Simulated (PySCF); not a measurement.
## BeCl: from constants to spectrum

UHF-CCSD(T) constants of BeCl, ²Σ⁺ (doublet), unpaired electrons σ ↑ (basis Be pcseg-1, Cl pcseg-1; no relativity; PySCF 2.14; masses 9.0122 and 34.9689 u):

- ωe: 812.8 cm⁻¹
- ωexe: 4.92 cm⁻¹
- Be: 0.70126 cm⁻¹
- αe: 0.00657 cm⁻¹
- D (centrifugal): 2.09e-06 cm⁻¹
- De to Be + Cl: 3.23 eV

Task: Give the vibrational terms G(v) and spacings up to v = 6.

Result: G(v) = ωe(v+½) − ωexe(v+½)².

```tsv
v	G(v) (cm⁻¹)	G(v) − G(v−1)	Bv (cm⁻¹)
0	405.2		0.6980
1	1208.1	803.0	0.6914
2	2001.2	793.1	0.6848
3	2784.5	783.3	0.6783
4	3558.0	773.4	0.6717
5	4321.6	763.6	0.6651
6	5075.3	753.8	0.6586
```

Task: How well does the Morse estimate ωe²/(4ωexe) reproduce De, and what is D0?

Result: It gives 4.16 eV, 129 % of the computed De. D0 = De − G(0) = 3.23 − 0.05 = 3.18 eV.

Correlated steps freeze 5 core orbitals. Correlated levels converge slowly with the basis: in double zeta they bind strong bonds too weakly, by up to about 1 eV, and carry superposition errors of some tenths. The state was picked by a PBE0 search and need not be the measured ground state.
